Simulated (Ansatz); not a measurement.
CH6BFGeS (`BC[S][GeH2][F]`), relaxed with RKS PBE-D4/def2-SVP in Ansatz from a rough embedded geometry. The force threshold is 0.03 eV/Å; the program also tests the step.

The species carries charge 0 and has multiplicity 1.

Start:

```xyz
11

B    -1.411   -1.646   -0.780
C    -0.708   -0.359   -0.250
S     1.041   -0.708   -0.091
Ge    1.614    1.275    0.693
F     0.764    1.624    2.184
H    -0.914   -2.659   -1.006
H    -2.628   -1.611   -0.939
H    -1.115   -0.102    0.773
H    -0.857    0.429   -0.990
H     1.114    2.344   -0.415
H     3.101    1.413    0.822
```

(1) By how much does the energy fall, and how many steps does the optimiser take? (Best estimate.)

(2) Which bonds change most? (An estimate is asked.)

(3) Give the relaxed structure. (Estimate.)

Results:

(1) The calculation gave: 31.46 kJ/mol, in 16 steps, 3 of them rejected.

(2) Ansatz gave: Ge4–H10 from 1.618 to 1.552 Å; B1–H6 from 1.150 to 1.216 Å; C2–S3 from 1.791 to 1.842 Å; Ge4–H11 from 1.499 to 1.547 Å.

(3) Ansatz gave: 
```xyz
11

B    -1.481   -1.691   -0.773
C    -0.688   -0.419   -0.344
S     1.125   -0.662   -0.122
Ge    1.650    1.353    0.639
F     0.892    1.582    2.221
H    -1.000   -2.807   -0.739
H    -2.645   -1.548   -1.104
H    -1.156   -0.154    0.638
H    -0.909    0.446   -1.007
H     1.028    2.468   -0.244
H     3.183    1.432    0.836
```
